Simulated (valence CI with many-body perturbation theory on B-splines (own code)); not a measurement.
Values are calculated unless marked as measured or tabulated.
Ladder of approximations for Ho LXII

Method: valence CI with perturbative core correlation (CI+MBPT): four valence electrons over a frozen Dirac-Fock core [He], a basis of 11 s, 11 p, 9 d, 7 f, 5 g, 2 h, 1 i functions for each j, with the one-electron correlation potential Σ1 (screened to all orders), the two-electron term Σ2, the three-electron term Σ3, Breit, model QED; selected single and double excitations, second order for the rest (own B-spline code, finite nucleus).

No measured spectrum was set against this ion. As an estimate, large intervals hold to a few tenths of a per cent, small ones and those within an open d or f shell to about a per cent. Among the levels kept, up to 280 cm⁻¹ of a level comes from second order outside the variational space, and about a tenth of that is noise between levels of different J, which matters for small intervals.

Each rung adds one term. CI alone is the Dirac-Coulomb CI over the frozen core; QED comes last and gives the full result, which names the levels. Energies are above (2s^2 2p1/2^2) J=0 on the same rung, in × 10³ cm⁻¹.

Levels are named by their leading jj configuration (3d3/2^4 stands for four electrons in 3d with j = 3/2), which in mixed levels can hold well under half, so a name can repeat and another be missing. Letters in brackets count levels of one name in rising energy.

| Level | CI alone |
| --- | --- |
| (2s^2 2p1/2 2p3/2) J=1 | 7296.7 |
| (2s^2 2p1/2 2p3/2) J=2 | 7488.7 |
| (2s 2p1/2^2 2p3/2) J=2 | 9410.2 |
| (2s 2p1/2^2 2p3/2) J=1 | 10022 |
| (2s^2 2p3/2^2) J=2 | 14910 |
| (2s^2 2p3/2^2) J=0 | 15298 |
| (2s 2p1/2 2p3/2^2) J=2 [a] | 16488 |
| (2s 2p1/2 2p3/2^2) J=3 | 16901 |
| (2s 2p1/2 2p3/2^2) J=0 | 17214 |
| (2s 2p1/2 2p3/2^2) J=1 [a] | 17410 |
| (2s 2p1/2 2p3/2^2) J=2 [b] | 17537 |
| (2s 2p1/2 2p3/2^2) J=1 [b] | 17513 |
| (2p1/2^2 2p3/2^2) J=2 | 19722 |
| (2p1/2^2 2p3/2^2) J=0 | 20133 |
| (2s 2p3/2^3) J=2 | 24521 |
| (2s 2p3/2^3) J=1 | 25118 |

What do these energies become with core correlation, Breit and QED?

(2s^2 2p1/2 2p3/2) J=1 7195.5 (-101.17); (2s^2 2p1/2 2p3/2) J=2 7338.9 (-149.77); (2s 2p1/2^2 2p3/2) J=2 9272.8 (-137.36); (2s 2p1/2^2 2p3/2) J=1 9900.3 (-121.59); (2s^2 2p3/2^2) J=2 14688 (-222.35); (2s^2 2p3/2^2) J=0 15128 (-169.51); (2s 2p1/2 2p3/2^2) J=2 [a] 16266 (-222.11); (2s 2p1/2 2p3/2^2) J=3 16605 (-296.36); (2s 2p1/2 2p3/2^2) J=0 17030 (-183.89); (2s 2p1/2 2p3/2^2) J=1 [a] 17192 (-218.56); (2s 2p1/2 2p3/2^2) J=2 [b] 17272 (-265.47); (2s 2p1/2 2p3/2^2) J=1 [b] 17301 (-211.98); (2p1/2^2 2p3/2^2) J=2 19474 (-248.22); (2p1/2^2 2p3/2^2) J=0 19940 (-193.25); (2s 2p3/2^3) J=2 24200 (-321.00); (2s 2p3/2^3) J=1 24809 (-308.63).

How does the ionisation energy move along the ladder, and which term matters most?

CI alone 14669, + Σ1 14669, + Σ2 14669, + Σ3 14669, + Breit 14641, + QED 14641 eV. The largest step is Breit, -28 eV. NIST lists 14639 ± 12 eV (theoretical).
